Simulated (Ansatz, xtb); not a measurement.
Two isomers of C4H5N3O

Structure I: `Nc1c[nH]nc1C=O`, a singlet. Structure II: `Nc1cnn(C=O)c1`, a singlet. Both are isolated molecules in the gas phase, relaxed with B3LYP/def2-SVP; the shapes shown needn't be the lowest conformers.

I (Å):

```tsv
atom	x (Å)	y (Å)	z (Å)
C	-0.4644	-0.3808	-0.6757
C	0.4272	-0.0583	-1.6936
C	0.1533	0.1581	0.5030
C	-0.3916	0.1367	1.8504
N	-1.6397	-1.0900	-0.7053
N	1.4633	0.6110	-1.0840
N	1.3277	0.7514	0.2168
O	-1.4710	-0.3582	2.1349
H	-2.1704	-1.0952	-1.5670
H	-2.1812	-1.0308	0.1529
H	0.4136	-0.2498	-2.7634
H	2.2867	0.9866	-1.5410
H	0.2503	0.6227	2.6255
```

II (Å):

```xyz
13

C    -1.0863   -0.4808    0.1146
C     0.0026   -1.0421    0.8705
C     1.9034    1.0937   -1.0507
C    -0.4787    0.4242   -0.7315
N    -2.4329   -0.7626    0.2861
N     1.1646   -0.5318    0.5198
N     0.8759    0.3629   -0.4509
O     1.7223    1.9034   -1.9222
H    -3.0348   -0.5055   -0.4885
H    -2.6363   -1.6976    0.6230
H    -0.0537   -1.7991    1.6542
H     2.8861    0.8178   -0.6103
H    -0.8598    1.1020   -1.4899
```

Energies in hartree; the thermal terms are from GFN2-xTB frequencies at re-optimised GFN2-xTB minima (ideal gas, soft modes damped towards free rotors, one conformer each, 298.15 K, 1 atm) and include the zero-point energy:

|  | I | II |
| --- | --- | --- |
| E, CCSD(T)/def2-SVP | −393.528085 | −393.531219 |
| E, MP2/def2-SVP | −393.451270 | −393.451564 |
| E, MP2/def2-TZVPP | −394.177261 | −394.176891 |
| zero-point energy | 0.093727 | 0.093731 |
| H(298 K) − E | 0.101720 | 0.101715 |
| G(298 K) − E | 0.062718 | 0.062593 |

Task: Correct the CCSD(T) difference for the basis set by the MP2 change, then work out ΔE, ΔE₀, ΔH and ΔG for I → II in kJ/mol (1 Eh = 2625.50 kJ/mol) and the equilibrium ratio [II]/[I].

Result: 1. Differences II − I: CCSD(T) −0.003134, MP2 in the small set −0.000294, MP2 in the large set +0.000370 Eh.
2. ΔE = −0.003134 + (+0.000370 − (−0.000294)) = −0.002470 Eh = −6.48 kJ/mol.
3. ΔE₀ = ΔE + ΔZPE = −0.002470 + (+0.000004) Eh = −6.47 kJ/mol.
4. ΔH = ΔE + (−0.000005) Eh = −6.50 kJ/mol.
5. ΔG = ΔE + (−0.000125) Eh = −6.81 kJ/mol, so ΔS = (ΔH − ΔG)/T = +1.1 J/(mol K).
6. kT = 0.9442 mEh, so K = [II]/[I] = exp(−ΔG/kT) = exp(+2.75) ≈ 16.

Structure II is favoured at this temperature. An error of 4 kJ/mol in ΔG would change K by a factor of 5. Mirror images and further conformers aren't counted.

As drawn, II has 1 C–N, 1 C–H in place of 1 C–C, 1 N–H.

Other levels gave ΔE = −32.7 (GFN2-xTB); −24.9 (HF/STO-3G, GFN2-xTB geometries); +2.0 (r2SCAN-D4/def2-SVP, GFN2-xTB geometries); −1.8 (B3LYP/def2-SVP); −19.4 (HF/def2-SVP); −0.8 (MP2/def2-SVP); −8.2 (CCSD(T)/def2-SVP) kJ/mol. The correlated steps freeze 8 core orbitals. Programs: Ansatz 0.2.0, xtb 6.7.1.
